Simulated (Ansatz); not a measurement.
## Ligand exchange: InH2(NH2) + GaH(CH3)(SH) → InH2(SH) + GaH(CH3)(NH2)

Species: InH2(NH2), singlet; GaH(CH3)(SH), singlet; InH2(SH), singlet; GaH(CH3)(NH2), singlet. The partners trade NH2 for SH: In–NH2 and Ga–SH bonds give way to In–SH and Ga–NH2.

Shapes, held fixed at every level: PBE0-D4/def2-TZVP. Flexible molecules stand in one conformer, not always the lowest. Programs: Ansatz 0.2.0. The zero-point and thermal change to 298 K, harmonic and unscaled (PBE0-D4/def2-TZVP), is +0.8 kJ/mol.

Problem. Estimate ΔH(298 K) of this reaction.

Solution. The highest level, CCSD(T)/def2-TZVPP, gives ΔH(298 K) = -27.9 kJ/mol; the levels span -39.4 to -27.7. The column of differences is taken from that level and isn't an error. No measured value is set beside it here. For atoms past krypton def2 sets carry core potentials with scalar relativity. Relativity is left out for Ga. Outer-core shells of Ga, In are correlated, in sets that cover them unevenly.

| level | kind | ΔH(298 K) (kJ/mol) | less CCSD(T)/def2-TZVPP |
| --- | --- | --- | --- |
| HF/def2-SVP | Hartree–Fock | -39.4 | -11.5 |
| HF/def2-TZVPP | Hartree–Fock | -33.0 | -5.1 |
| SPW92/def2-TZVPP | LDA | -27.8 | +0.1 |
| r2SCAN-D4/def2-TZVPP | meta-GGA | -28.2 | -0.3 |
| r2SCAN0-D4/def2-TZVPP | global hybrid | -29.7 | -1.8 |
| wB97M-V/def2-TZVPP | range-separated hybrid | -27.7 | +0.2 |
| CCSD/def2-SVP | coupled cluster or CI | -33.9 | -6.0 |
| CCSD(T)/def2-TZVPP | coupled cluster or CI | -27.9 | 0.0 |
